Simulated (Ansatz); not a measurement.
Relaxation of FGeH₃O (6 atoms, charge 0, multiplicity 1), to a largest force component of 0.03 eV/Å in at most 50 steps.

Method: RKS LDA/def2-SVP (Ansatz 0.2.0).

```xyz
6
Properties=species:S:1:pos:R:3
Ge 0.175 -0.051 0.006
F 0.477 0.035 1.675
H 1.688 0.112 -0.125
O -0.681 1.387 -0.519
H -1.638 1.252 -0.646
H -0.600 -1.342 -0.345
```

Q: Where does it end, and by what steps?

A: The run converged. After 6 steps the energy has fallen by 0.386 eV; F2 moved furthest, 0.34 Å.

```tsv
step	energy less start (eV)	largest force component (eV/Å)	accepted
0	0.0000	1.860	yes
1	-0.3369	0.315	yes
2	-0.3721	0.206	yes
3	-0.3776	0.523	yes
4	-0.3850	0.144	yes
5	-0.2242	2.891	no
6	-0.3864	0.016	yes
```

```xyz
6
Properties=species:S:1:pos:R:3
Ge 0.230 -0.052 0.041
F 0.155 0.055 1.771
H 1.693 0.126 -0.387
O -0.614 1.338 -0.621
H -1.574 1.311 -0.449
H -0.469 -1.384 -0.308
```

Whether the end is a true minimum wasn't checked by a vibrational analysis.

The run took 8.8 s on 1 thread of Arm Neoverse V2, with other jobs on the host, peak memory 0.13 GiB.
